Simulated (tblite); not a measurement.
Compound: C8H9O (doublet state).
Numbering: `[CH3:1][CH2:2][c:3]1[cH:4][cH:5][cH:6][cH:7][c:8]1[O:9]` (hydrogens: H10, H11, H12 on C1; H13, H14 on C2; H15 on C4; H16 on C5; H17 on C6; H18 on C7)

Geometry (GFN2-xTB, Å), atoms numbered from 1 in this order:
```
atom  x, y, z in Å
C1    -2.4141    0.2603   -0.6056
C2    -1.6226    0.0856    0.6974
C3    -0.1692   -0.0521    0.3980
C4     0.4167   -1.2725    0.1554
C5     1.7634   -1.3793   -0.1734
C6     2.5622   -0.2323   -0.2664
C7     2.0267    1.0015   -0.0426
C8     0.6289    1.1716    0.3015
O9     0.1364    2.2884    0.5062
H10   -2.0790    1.1550   -1.1241
H11   -3.4737    0.3604   -0.3858
H12   -2.2700   -0.5983   -1.2583
H13   -1.9847   -0.7978    1.2274
H14   -1.7737    0.9722    1.3156
H15   -0.1850   -2.1690    0.2240
H16    2.1968   -2.3508   -0.3586
H17    3.6079   -0.3353   -0.5195
H18    2.6243    1.8986   -0.1028
```

Calculated harmonic vibrations of the isolated species, GFN2-xTB (tblite), most abundant isotopes, no scaling. The method is semi-empirical: single wavenumbers can be off by several per cent or more. One conformer, not necessarily the lowest. Open shells enter through the occupations alone, without spin polarisation, and single modes of such species can be off by tens of per cent.

Harmonic wavenumbers (cm⁻¹): 32.5, 95.0, 161.9, 206.7, 283.0, 304.6, 416.5, 438.8, 472.5, 519.1, 552.4, 680.0, 742.3, 754.9, 817.7, 843.7, 847.1, 908.2, 920.2, 997.8, 1043.9, 1059.1, 1070.2, 1118.0, 1166.1, 1180.2, 1226.3, 1238.0, 1301.2, 1320.6, 1368.0, 1395.1, 1411.1, 1460.0, 1492.5, 1496.3, 1500.5, 1544.7, 1579.7, 2974.0, 2991.6, 3030.9, 3041.9, 3048.1, 3061.8, 3072.2, 3091.4, 3098.1.

A = 2724, B = 1471, C = 1040 MHz; mass 121.065 u (most abundant isotopes); point group C1, symmetry number 1; spin multiplicity 2.

Task: Zero-point energy?

Result: ½Σν̃ = 31688 cm⁻¹ = 90.60 kcal/mol.

Task: Give the ideal-gas entropy at 200 K and 1 bar in the rigid-rotor, harmonic-oscillator model (classical rotation).

Result: Translation 38.33, rotation 27.54, vibration 14.41, spin (R ln 2) 1.38: S = 81.7 cal/(mol K).

Task: And Cp and H(200 K) − H(0)?

Result: Cp = 24.23 cal/(mol K), of which vibrations give 16.28 (their classical limit is 48 R = 95.4); H(200 K) − H(0) = 3.14 kcal/mol without the zero-point energy, 1.55 from vibrations.

Task: Which modes carry the vibrational entropy at 200 K?

Result: 32.5 cm⁻¹: 4.88; 95.0 cm⁻¹: 2.78; 161.9 cm⁻¹: 1.79; 206.7 cm⁻¹: 1.37; 283.0 cm⁻¹: 0.89; 304.6 cm⁻¹: 0.78 cal/(mol K); the other 42 give 1.92 together.

Task: What must be added to the electronic energy to get the Gibbs energy at 200 K and 1 bar?

Result: ZPE + [H(200 K) − H(0)] − T·S = 90.60 + 3.14 − 16.33 = 77.41 kcal/mol.

Task: How do the functions run with temperature in this model?

Result: 
```tsv
T (K)	S (cal/(mol K))	Cp (cal/(mol K))	H − H(0) (kcal/mol)	G − H(0) (kcal/mol)	ln q(vib)
100	68.3	15.5	1.16	-5.67	1.47
300	93.3	34.2	6.05	-21.95	5.36
500	115.3	52.7	14.82	-42.85	9.62
800	144.3	70.4	33.54	-81.94	16.15
1000	160.9	77.8	48.40	-112.49	20.33
```

q(vib) and H(0) count from the zero-point level.

Hindered rotation and anharmonicity are outside this model. Other conformers, if any are populated, would add a mixing term that is left out. The structure is chiral; the term R ln 2 for an equal mix with its mirror image is left out.
